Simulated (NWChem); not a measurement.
**Total energies of MgO**

```xyz
2

Mg     0.0000     0.0000     0.6990
O      0.0000     0.0000    -1.0486
```
Charge 0, spin multiplicity 1.

The numbers come from NWChem runs, not from measurements. The geometry was optimised at PBE0/def2-SVP, a minimum by its harmonic frequencies.

Basis set: 6-311G** (44 functions).

```tsv
method	total energy (Ha)
RHF	-274.35409
MP2	-274.63729
B2PLYP	-275.07085
PBE	-275.04271
B3LYP	-275.25306
PBE0	-275.03615
CCSD(T)	-274.64221
```

Total energies of different functionals aren't comparable as a measure of quality: only differences taken within one method are. 

The correlated methods keep 6 core orbitals frozen. B3LYP has NWChem's definition, with VWN1-RPA local correlation. The Pople sets run with spherical d functions. The structure started from a generated list of species. Coupled-cluster values serve here as a point of comparison, not as the truth.
